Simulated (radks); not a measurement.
Q: These are the eigenvalues of the occupied orbitals of an atom or ion with whole-number occupations (eV). Method: scalar-relativistic Kohn-Sham, LDA (Slater exchange, Perdew-Wang correlation), spin-unpolarised, spherical densities, point nucleus; computed with a radial shooting solver on a logarithmic mesh with Libxc functionals.

1s: -7580.104
2s: -899.6106
2p: -772.0535
3s: -105.1787
3p: -68.9811
3d: -12.5666

Which element is it, and in what charge state? The configuration may be excited.

A: Z = 27, cobalt, charge +1: Co+ in [Ar] 3d8. The list shows which subshells hold electrons but not how many an open one holds; the 1s level, -278.56 hartree, gives Z - s = 23.6 by -(Z - s)^2/2, which with screening and relativity narrows Z to a few neighbours, and the depths of the outer levels then fix element, charge and occupations together.
